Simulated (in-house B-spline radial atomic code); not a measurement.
Orbital energies and mean radii along the 5-electron series, configuration [He] 2s2 2p1. The effective charge is n√(-2ε), a non-relativistic measure. Computed with a B-spline radial code for spherical atoms: Dirac-Hartree-Fock, average of the configuration, finite nuclei.

```csv
ion,Z,energy of 1s1/2 (Eh),mean radius of 1s1/2 (bohr),energy of 2p1/2 (Eh),mean radius of 2p1/2 (bohr),energy of 2p3/2 (Eh),mean radius of 2p3/2 (bohr),effective charge of 1s1/2
Ru39+,44,-938.16,0.033242,-215.85,0.1149,-210.3,0.11896,43.317
Rh40+,45,-983.79,0.03244,-226.88,0.11196,-220.76,0.11612,44.357
Pd41+,46,-1030.59,0.031673,-238.21,0.10915,-231.49,0.11341,45.4
Ag42+,47,-1078.59,0.030936,-249.85,0.10646,-242.47,0.11081,46.445
Cd43+,48,-1127.78,0.03023,-261.8,0.10388,-253.71,0.10834,47.493
```

Question: How does the screening of 1s1/2 change?

Answer: Z less the effective charge goes from 0.68 at Z = 44 to 0.51 at Z = 48.
